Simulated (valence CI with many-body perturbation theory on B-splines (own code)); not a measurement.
The numbers below are computed, except where a source is named.
## Energy levels of Tl⁶⁸⁺

Method: valence CI with perturbative core correlation (CI+MBPT): three valence electrons over a frozen Dirac-Fock core [Ne], radial functions for each j: 11 s, 11 p, 10 d, 8 f, 5 g, 2 h, with the one-electron correlation potential Σ1 (screened to all orders), the two-electron term Σ2, the three-electron term Σ3, Breit, model QED; selected single and double excitations, second order for the rest, scaled by the run's own slope (own B-spline code, finite nucleus).

No measured spectrum was set against this ion. As an estimate, large intervals hold to a few tenths of a per cent, small ones and those within an open d or f shell to about a per cent.

Levels 46 to 90 of 157, with energies above the lowest level, (3s^2 3p1/2) J=1/2. "Leading %" is the weight of the configuration and term that name the level; weights of strongly mixed levels are sums over their largest components and can fall short. In the jj column 3d3/2^4 stands for four electrons in 3d with j = 3/2.

```
No.  Configuration  Term    J  E (eV)  Leading %      g  Second component                 Leading jj
 46         3p2.3d    2D  3/2  1769.0         31  1.041    18 % 3p2.3d 4P   3p1/2 3p3/2 3d3/2 (77 %)
 47         3p2.3d    2D  5/2  1770.2         29  1.118    22 % 3p2.3d 4F   3p1/2 3p3/2 3d3/2 (84 %)
 48         3p2.3d    4P  1/2  1774.4         30  1.684    30 % 3p2.3d 2P   3p1/2 3p3/2 3d3/2 (84 %)
 49         3s.3d2    4F  3/2  1798.1         64  0.614    14 % 3s.3d2 2D          3s 3d3/2^2 (76 %)
 50         3s.3d2    4F  5/2  1814.4         39  1.061    21 % 3s.3d2 2D          3s 3d3/2^2 (75 %)
 51         3s.3d2    4P  1/2  1835.9         52  2.179    26 % 3s.3d2 2S          3s 3d3/2^2 (82 %)
 52         3p2.3d    4D  7/2  1859.5         48  1.293    32 % 3p2.3d 4F   3p1/2 3p3/2 3d5/2 (97 %)
 53         3p2.3d    2G  9/2  1867.5         58  1.167    32 % 3p2.3d 4F   3p1/2 3p3/2 3d5/2 (90 %)
 54         3p2.3d    2P  3/2  1872.4         51  1.321    21 % 3p2.3d 4P   3p1/2 3p3/2 3d5/2 (94 %)
 55         3p2.3d    2D  5/2  1876.7         44  1.113    19 % 3p2.3d 2F   3p1/2 3p3/2 3d5/2 (90 %)
 56         3p2.3d    2F  7/2  1889.6         47  1.133    18 % 3p2.3d 4F   3p1/2 3p3/2 3d5/2 (74 %)
 57         3p2.3d    4P  5/2  1892.3         43  1.261    24 % 3p2.3d 2F   3p1/2 3p3/2 3d5/2 (93 %)
 58         3p2.3d    2P  1/2  1904.0         43  1.227    35 % 3p2.3d 2S   3p1/2 3p3/2 3d5/2 (83 %)
 59         3p2.3d    2D  3/2  1908.5         58  0.944    14 % 3p2.3d 4D   3p1/2 3p3/2 3d5/2 (91 %)
 60         3s.3d2    4F  5/2  1919.8         50  1.161    24 % 3s.3d2 4P      3s 3d3/2 3d5/2 (97 %)
 61         3s.3d2    4F  7/2  1920.1         73  1.177    13 % 3p2.3d 2F      3s 3d3/2 3d5/2 (78 %)
 62         3s.3d2    4P  3/2  1927.1         83  1.534    10 % 3s.3d2 2D      3s 3d3/2 3d5/2 (99 %)
 63         3s.3d2    2G  9/2  1938.0         59  1.173    31 % 3s.3d2 4F      3s 3d3/2 3d5/2 (88 %)
 64         3s.3d2    2F  5/2  1946.0         48  1.119    29 % 3s.3d2 4P      3s 3d3/2 3d5/2 (84 %)
 65         3s.3d2    2G  7/2  1946.2         71  0.953    21 % 3s.3d2 2F      3s 3d3/2 3d5/2 (93 %)
 66         3s.3d2    2P  3/2  1952.8         37  1.076    30 % 3s.3d2 2D      3s 3d3/2 3d5/2 (84 %)
 67         3p.3d2   4G°  5/2  1962.2         52  0.736   36 % 3p.3d2 2F°      3p1/2 3d3/2^2 (100 %)
 68         3s.3d2    2P  1/2  1963.2         55  1.223    25 % 3s.3d2 4P      3s 3d3/2 3d5/2 (80 %)
 69         3p.3d2   2D°  3/2  2011.0         41  0.775   34 % 3p.3d2 4F°       3p1/2 3d3/2^2 (99 %)
 70         3p.3d2   2P°  1/2  2011.1         46  0.641   38 % 3p.3d2 4D°       3p1/2 3d3/2^2 (99 %)
 71         3s.3d2    4F  9/2  2041.7         67  1.246    32 % 3s.3d2 2G          3s 3d5/2^2 (97 %)
 72         3s.3d2    2D  5/2  2058.4         51  1.319    40 % 3s.3d2 4P          3s 3d5/2^2 (98 %)
 73         3s.3d2    2F  7/2  2067.6         64  1.093    20 % 3s.3d2 2G          3s 3d5/2^2 (94 %)
 74         3s.3d2    2P  3/2  2074.3         49  1.092    38 % 3s.3d2 2D          3s 3d5/2^2 (94 %)
 75         3s.3d2    2S  1/2  2095.4         65  1.869    17 % 3s.3d2 4P          3s 3d5/2^2 (96 %)
 76         3p.3d2   4G°  7/2  2097.7         56  1.002   15 % 3p.3d2 2G°  3p1/2 3d3/2 3d5/2 (100 %)
 77         3p.3d2   2D°  5/2  2101.5         24  1.051   23 % 3p.3d2 4F°  3p1/2 3d3/2 3d5/2 (100 %)
 78            3p3   2P°  3/2  2102.4         51  1.300      28 % 3p3 2D°             3p3/2^3 (99 %)
 79         3p.3d2   4D°  3/2  2109.2         42  1.143   20 % 3p.3d2 2D°  3p1/2 3d3/2 3d5/2 (100 %)
 80         3p.3d2   4P°  1/2  2112.6         49  1.762   28 % 3p.3d2 4D°  3p1/2 3d3/2 3d5/2 (100 %)
 81         3p.3d2   2H°  9/2  2115.0         54  1.005   32 % 3p.3d2 2G°  3p1/2 3d3/2 3d5/2 (100 %)
 82         3p.3d2   4D°  5/2  2141.1         28  1.132   17 % 3p.3d2 4F°   3p1/2 3d3/2 3d5/2 (99 %)
 83         3p.3d2   2F°  7/2  2147.3         47  1.100   29 % 3p.3d2 2G°   3p1/2 3d3/2 3d5/2 (99 %)
 84         3p.3d2   2P°  3/2  2153.3         32  1.335   25 % 3p.3d2 4D°   3p1/2 3d3/2 3d5/2 (99 %)
 85         3p.3d2   4D°  7/2  2245.4         38  1.223   29 % 3p.3d2 2F°       3p1/2 3d5/2^2 (99 %)
 86         3p.3d2   2G°  9/2  2251.1         33  1.114   28 % 3p.3d2 4G°       3p1/2 3d5/2^2 (99 %)
 87         3p.3d2   2P°  3/2  2258.3         29  1.315   24 % 3p.3d2 2D°       3p1/2 3d5/2^2 (99 %)
 88         3p.3d2   2F°  5/2  2261.5         39  1.085   26 % 3p.3d2 2D°       3p1/2 3d5/2^2 (99 %)
 89         3p.3d2   2P°  1/2  2291.0         71  0.643   20 % 3p.3d2 4D°       3p1/2 3d5/2^2 (98 %)
 90         3p2.3d    2D  3/2  2318.6         33  1.145    26 % 3p2.3d 4P       3p3/2^2 3d3/2 (99 %)
```
